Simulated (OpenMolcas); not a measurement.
**W+: thermal populations, worked from levels**

* Program: OpenMolcas 26.06
* Basis: ANO-RCC-VTZP [8s7p5d3f2g1h]
* Scalar Hamiltonian: DKH2, point nucleus
* Active space: 5 electrons in 6 orbitals (5d 6s)
* State averaging: 2S+1 = 6 even, 6 roots; 2S+1 = 4 even, 35 roots; 2S+1 = 2 even, 5 roots (0 in the spin-orbit step)
* Spin-orbit coupling: state interaction with AMFI integrals over the reference wave functions, term energies averaged over their components

Methods: CASSCF; SS-CASPT2, IPEA 0.25 Eh, imaginary shift 0.1 Eh (closed shells correlated: 5s 5p). Measured levels: NIST Handbook of Basic Atomic Spectroscopic Data.

**Thermal populations.** Z = Σ (2J + 1) exp(-E/kT) with k = 0.695035 cm-1/K, over the levels below. No other level of either list lies under 8660 cm-1, which is above 7 kT at each temperature.

```json
{"Level": "5d4 6s 6D 1/2", "2J + 1": "2", "SS-CASPT2": "0.0", "measured": "0.0"}
{"Level": "5d4 6s 6D 3/2", "2J + 1": "4", "SS-CASPT2": "1093", "measured": "1519"}
{"Level": "5d4 6s 6D 5/2", "2J + 1": "6", "SS-CASPT2": "2600", "measured": "3172"}
{"Level": "5d4 6s 6D 7/2", "2J + 1": "8", "SS-CASPT2": "4200", "measured": "4716"}
{"Level": "5d4 6s 6D 9/2", "2J + 1": "10", "SS-CASPT2": "5690", "measured": "6147"}
{"Level": "5d5 6S 5/2", "2J + 1": "6", "SS-CASPT2": "7940", "measured": "7420"}
```

```
T (K)  Z, SS-CASPT2  Z, measured levels  Ground level (%), SS-CASPT2  Ground level (%), measured levels
 1000         2.994               2.523                         66.8                               79.3
```

At 1000 K, kT = 695 cm-1, and the computed levels give Z = 2.000 + 0.830 + 0.142 + 0.019 + 0.003 + 0.000 = 2.994.

Some high roots are left out of the spin-orbit mixing, which shifts the levels that they would mix with. A single d shell beside an s shell can misplace configurations of different d count against each other. Without dynamic correlation excited terms often stand tens of per cent too high (terms of higher spin than the ground term too low), and those without a measured partner can miss by more than the paired ones (holds for CASSCF). Configurations are named by rounded mean occupations; where the s occupation lies near a half they are strongly mixed, a name can repeat and a true partner stay unpaired (holds for SS-CASPT2). Some terms miss by over 15 % even with CASPT2, which points to a basis or an active space too small for the shells correlated (holds for SS-CASPT2). Computed and measured levels are paired by configuration, term and J; levels that our copy of the source lacks, or whose pairing is in doubt (as where it misses far off the trend of its configuration), stay unpaired and out of the deviations. Levels of configurations outside the active space are missing.
